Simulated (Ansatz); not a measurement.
```yaml
crystal:
  periodic: [false, false, false]
  atoms:
    - {symbol: O, position_ang: [-1.876742, 0.298258, 1.374190]}
    - {symbol: In, position_ang: [-0.070962, -0.439294, 0.963367]}
    - {symbol: O, position_ang: [1.536158, 0.461646, 1.724610]}
    - {symbol: O, position_ang: [0.083169, -2.328643, 0.346807]}
    - {symbol: As, position_ang: [0.138343, 0.739261, -1.646693]}
    - {symbol: H, position_ang: [-1.833853, 1.003091, 2.024684]}
    - {symbol: H, position_ang: [2.268135, -0.149900, 1.834524]}
    - {symbol: H, position_ang: [-0.757376, -2.789669, 0.398862]}
    - {symbol: H, position_ang: [1.351194, 0.471839, -2.502212]}
    - {symbol: H, position_ang: [0.128177, 2.239441, -1.800815]}
    - {symbol: H, position_ang: [-0.900944, 0.436870, -2.696822]}
basis:
  gaussian: {orbitals: "6-311G**"}
hamiltonian: {xc: {name: BHLYP}, dispersion: d3bjatm}
```

```sh
$ ansatz run in.yaml --threads 2 --pin off --events-out ev --progress --plain --max-ram 32768MiB --backend cpu
```

**Question.** How does Ansatz answer? (An estimate is asked.)

**Answer.** The calculation gave: The program refused the input.
```
Error: <dir> can't be read: No such file or directory (os error 2)
```
